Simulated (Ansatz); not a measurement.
Ansatz results at the PBE0-D4/def2-TZVP geometry: HOMO–LUMO gap (PBE/def2-TZVPP) 2.94 eV; LUMO energy (ωB97M-V/def2-TZVPP) -0.32 eV; HOMO–LUMO gap (B3LYP/def2-TZVPP) 4.33 eV.

Question: Which molecule gave them?
A. `O=[C]([SiH3])[GaH2]`
B. `O=[CH][GaH][SiH3]`
C. `N=[C](Cl)[AlH][F]`
D. `[CH2]1O[SiH2][GaH]1`

Answer: D. The others give `O=[C]([SiH3])[GaH2]`: 2.13, 0.14, 4.03; `O=[CH][GaH][SiH3]`: 2.46, -0.38, 4.04; `N=[C](Cl)[AlH][F]`: 3.84, -0.21, 5.62.

B3LYP here is the variant with VWN-RPA as its local correlation; programs differ in this.
